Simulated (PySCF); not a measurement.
Sn(Cl)2, Cl₂Sn, SMILES [Cl][Sn][Cl], singlet (PBE0/def2-SVP optimised geometry):

```
3

Sn    -1.005    -1.179     0.000
Cl     1.383    -1.179     0.000
Cl    -1.383     1.179     0.000
```

Method: PBE0/def2-TZVP, def2 effective core potentials past Kr (PySCF).

Problem. What are the frontier orbital energies and the dipole moment?

Solution. HOMO-2 -8.98 eV, HOMO-1 -8.72 eV, HOMO -8.07 eV, LUMO -3.19 eV, LUMO+1 -0.92 eV; dipole moment 3.40 D.
